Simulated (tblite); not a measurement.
Run record: tight-binding relaxation, `C/C=[C]/[C@H](F)CC(F)F` [radical].

Computed with GFN2-xTB geometry optimisation, gas phase (tblite 0.8.0). Start geometry: from a force field or distance geometry. The command runs a driver script over a list of jobs; the input below is this job's line of settings and its coordinates in Å.

Command:
```bash
OMP_NUM_THREADS=1 python probes_run.py task.json out
```

Input:
```
{"job": {"kind": "relax", "xc": "GFN2-xTB", "basis": "xTB"}, "charge": 0, "multiplicity": 2}
C     -2.894700     0.807000    -0.119500
C     -2.151900    -0.457200    -0.322100
C     -0.839200    -0.569400    -0.305800
C      0.614800    -0.681000    -0.313000
F      0.913100    -1.998200    -0.059700
C      1.232800     0.145300     0.791000
C      2.735500    -0.023400     0.760300
F      3.294200     0.731600     1.753200
F      3.229200     0.452700    -0.405100
H     -3.555000     0.728600     0.764100
H     -2.236900     1.662500     0.022900
H     -3.535400     1.005000    -0.990500
H     -2.740700    -1.362000    -0.451400
H      1.025400    -0.428900    -1.290000
H      0.981200     1.213500     0.665400
H      0.859500    -0.154500     1.790900
H      3.061200    -1.059700     0.892800
```

Output:
```
step      E/eV     max force
  0    -843.68024    2.677
  1    -843.77328    2.486
  2    -843.81019    0.884
  3    -843.82014    0.338
  4    -843.82684    0.220
  5    -843.83031    0.191
  6    -843.83158    0.082
  7    -843.83219    0.047
  8    -843.83263    0.061
  9    -843.83304    0.065
... (88 lines left out)
 98    -843.92925    0.022
 99    -843.92937    0.024
100    -843.92952    0.027
101    -843.92967    0.029
102    -843.92983    0.028
103    -843.92995    0.023
104    -843.93005    0.021
105    -843.93012    0.015
106    -843.93015    0.011
107    -843.93017    0.009
```

«max force» is the largest atomic force in eV/Å.

Question: From which step on does the largest force stay under 0.1 eV/Å, and how much energy is left to gain from there?

Answer: From step 61 (0.072 eV/Å), 9.3 meV above the end.

In short: energy lowered by 5.8 kcal/mol over 107 steps; largest atomic force 0.009 eV/Å at the end.

The run took 0.52 s on an Arm Neoverse V2 with one thread, shared host with 96 logical CPUs at a one-minute load of 19.
Labels such as C1 count atoms from 1, the log's own numbers from 0.
